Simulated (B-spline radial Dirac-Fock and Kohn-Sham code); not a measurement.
**The Be-like isoelectronic sequence (4 electrons), Z = 51 to 59**

Model: Dirac-Fock energy differences between relaxed states, corrected for Breit and QED terms. Program: a radial B-spline solver. Binding energies in eV, tabulated ground configurations ([He] 2s2 throughout). No correlation.

```
  ion       1s  outermost level  NIST ionisation energy
Sb⁴⁷⁺  35129.6      8454.5 (2s)                8455 ± 4
Te⁴⁸⁺  36602.7      8821.0 (2s)                8821 ± 4
 I⁴⁹⁺  38109.6      9196.4 (2s)                9196 ± 4
Xe⁵⁰⁺  39650.7      9580.7 (2s)                9581 ± 4
Cs⁵¹⁺  41226.2      9974.1 (2s)                9974 ± 4
Ba⁵²⁺  42836.6     10376.7 (2s)               10376 ± 4
La⁵³⁺  44482.2     10788.7 (2s)               10789 ± 5
Ce⁵⁴⁺        ?                ?                       ?
Pr⁵⁵⁺  47880.4     11640.9 (2s)               11641 ± 5
```

Problem. Fill in the row of Ce⁵⁴⁺.

Solution. 1s 46163.3, outermost 11210.0 (2s), NIST 11210 ± 5 eV.

NIST's values are for the lowest levels; a dash marks a value that is missing or belongs to another shell. Their kind here: theoretical. 

Values without a named source are computed, but for edge energies of neutral atoms, which are taken from tables.
